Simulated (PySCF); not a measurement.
## AsH⁺ at r²SCAN

Computed with r²SCAN; basis As aug-pcseg-1, H aug-pcseg-1; no relativity; PySCF 2.14.

```json
{"state": "²Π (doublet), unpaired electrons π ↑", "bond length": "1.537 Å", "harmonic wavenumber": "2197 cm⁻¹", "force constant": "2.83 mdyn/Å", "rotational constant Be": "7.172 cm⁻¹", "anharmonicity ωexe": "33.8 cm⁻¹", "vibration–rotation constant αe": "0.184 cm⁻¹", "well depth De to As⁺ + H": "306 kJ/mol", "dissociation energy D0": "293 kJ/mol", "bond order (Mayer)": "0.81", "dipole moment (positive dipole points towards H; it is taken about the centre of mass and depends on that origin)": "0.89 D"}
```

Spin–orbit coupling is left out. For an ion De counts to the pair picked by the measured ionisation energies or electron affinities, which need not be the lowest pair at this level. The state was picked by a PBE0 search and need not be the measured ground state.
